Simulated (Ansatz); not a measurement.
Consider the substitution at a C–Si bond: `OC(O)(O)[SiH2]F` + HCl → `OC(O)(O)Cl` + `F[SiH3]`.

Gas-phase electronic energies from Ansatz, PBE0-D4/def2-TZVP geometries. CCSD(T)/CBS adds triple-zeta CCSD(T) − MP2 to the extrapolated MP2 energy (def2 sets, frozen cores). This one scheme is used for every species. Functionals use def2-TZVPP. B3LYP here is the variant with VWN-RPA as its local correlation; programs differ in this. Each species was taken in one conformer, which may not be the lowest.

`OC(O)(O)[SiH2]F`:

```xyz
11

O    -0.794    1.173   -0.697
C    -0.112   -0.044   -0.497
O     0.965   -0.185   -1.345
O    -1.045   -1.045   -0.785
Si    0.494   -0.237    1.307
F     1.258    1.115    1.714
H    -0.187    1.894   -0.498
H     0.617   -0.241   -2.246
H    -1.920   -0.689   -0.596
H    -0.699   -0.364    2.178
H     1.421   -1.378    1.466
```

HCl:

Cartesian coordinates in Å:
```
Cl -0.156 -0.054 -0.618
H 0.156 0.054 0.618
```

`OC(O)(O)Cl`:

Z-matrix (Å, degrees):
```
C
O 1 1.353
O 1 1.353 2 111.0
O 1 1.353 2 111.0 3 123.9
Cl 1 1.896 2 107.9 3 -118.1
H 2 0.964 1 108.6 3 58.1
H 3 0.964 1 108.6 2 -178.0
H 4 0.964 1 108.6 2 58.1
```

`F[SiH3]`:

Z-matrix (Å, degrees):
```
Si
F 1 1.600
H 1 1.482 2 108.3
H 1 1.482 2 108.3 3 -120.0
H 1 1.482 2 108.3 3 120.0
```

```csv
level,ΔE (kJ/mol),difference from CCSD(T)/CBS
B3LYP-D4,15.2,-6.4
ωB97M-V,16.5,-5.1
B2PLYP,13.8,-7.8
PBE,9.2,-12.4
MP2/def2-TZVPP,17.4,-4.2
CCSD/def2-TZVPP,21.7,0.1
CCSD(T)/def2-TZVPP,20.2,-1.4
MP2/def2-QZVPP,18.4,-3.2
MP2/CBS(def2),18.8,-2.8
CCSD/CBS(def2),23.1,1.5
CCSD(T)/CBS,21.6,0
```

Largest T1 diagnostic among the species: 0.012.

The D4 term adds +4.5 kJ/mol with B3LYP and +2.7 kJ/mol with PBE0; it sums over pairs of atoms, weighted by their polarisabilities, and B3LYP, whose exchange is more repulsive, gets the larger term. In def2-TZVPP, CCSD(T) changes the Hartree–Fock value by +14.8 kJ/mol (the triples alone add −1.6 kJ/mol) and MP2 by +12.0 kJ/mol.
